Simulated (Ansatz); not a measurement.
One change: `O[Si](O)(F)S` becomes `O[Si](O)(O)S`.

Ansatz, PBE0-D4/def2-TZVP geometries, multiplicity 1. Each molecule was computed in one conformer, which needn't be the lowest.

| property | `O[Si](O)(F)S` |
| --- | --- |
| HOMO energy (PBE/def2-TZVPP) / eV | -6.57 |
| HOMO energy (ωB97M-V/def2-TZVPP) / eV | -10.09 |
| HOMO–LUMO gap (ωB97M-V/def2-TZVPP) / eV | 11.92 |
| HOMO energy (B3LYP/def2-TZVPP) / eV | -7.59 |
| HOMO–LUMO gap (B3LYP/def2-TZVPP) / eV | 7.48 |
| HOMO–LUMO gap (PBE0/def2-TZVPP) / eV | 8.11 |

Give the same properties after the change, and the shifts. (An estimate is asked.)

The calculation gave: 
| property | `O[Si](O)(O)S` | shift |
| --- | --- | --- |
| HOMO energy (PBE/def2-TZVPP) / eV | -6.29 | 0.28 |
| HOMO energy (ωB97M-V/def2-TZVPP) / eV | -9.81 | 0.28 |
| HOMO–LUMO gap (ωB97M-V/def2-TZVPP) / eV | 11.67 | -0.25 |
| HOMO energy (B3LYP/def2-TZVPP) / eV | -7.32 | 0.27 |
| HOMO–LUMO gap (B3LYP/def2-TZVPP) / eV | 7.29 | -0.19 |
| HOMO–LUMO gap (PBE0/def2-TZVPP) / eV | 7.92 | -0.19 |

With PBE0 the HOMO rises by 0.29 eV and the LUMO rises by 0.09 eV, so the gap narrows by about 0.20 eV. PBE moves the HOMO by 0.28 eV and ωB97M-V by 0.28 eV. The zero-point energy changes by 30.9 kJ/mol with +3 modes.

Positive LUMOs are unbound, so they and the gaps depend on the basis.

B3LYP here is the variant with VWN-RPA as its local correlation; programs differ in this.
